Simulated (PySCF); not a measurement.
**Computed properties of FeO₄, SMILES [O]=[Fe]1(=[O])[O][O]1, multiplicity 1**

FeO4, SMILES [O]=[Fe]1(=[O])[O][O]1, multiplicity 1. Coordinates come from a TPSSh-D3(BJ)/def2-SVP optimisation. The spin state was assumed, not searched. Other conformers were not sampled. All values are computed for the isolated molecule unless a solvent is named; none is compared with measurement here.

**Structure.** The optimised structure has C2v symmetry. All 9 harmonic modes at TPSSh-D3(BJ)/def2-SVP (PySCF) are real, so it is a minimum. With heavy atoms numbered as in [Fe:1]1(=[O:4])(=[O:5])[O:2][O:3]1, the shortest bond between them is O2–O3 at 1.374 Å and the longest Fe1–O3 at 1.763 Å.

**Vibrations.** The strongest infrared lines (harmonic, unscaled, degenerate partners summed) lie at 1086 cm⁻¹ (150 km/mol, O 69 %, Fe 31 %), 1042 cm⁻¹ (128 km/mol, O 82 %, Fe 18 %), 1021 cm⁻¹ (18 km/mol, O 99 %). The softest mode is at 257 cm⁻¹ and the zero-point energy is 7.9 kcal/mol.

**Electronic structure.** M06-2X/def2-TZVP (PySCF) places the frontier levels at -10.50 and -4.46 eV, a gap of 6.04 eV, and gives a dipole moment of 0.27 D and a mean polarisability of 41.9 bohr³.

**Excitations.** TDDFT-B3LYP/def2-SVPD (PySCF) has S1 at 1.27 eV (979 nm, f = 0.000, dark); the most intense of the 10 singlets computed lies at 1.75 eV (f = 0.01). T1 (TDA) is at 0.66 eV. TDDFT-PBE/def2-SVPD (PySCF) puts S1 at 1.51 eV.
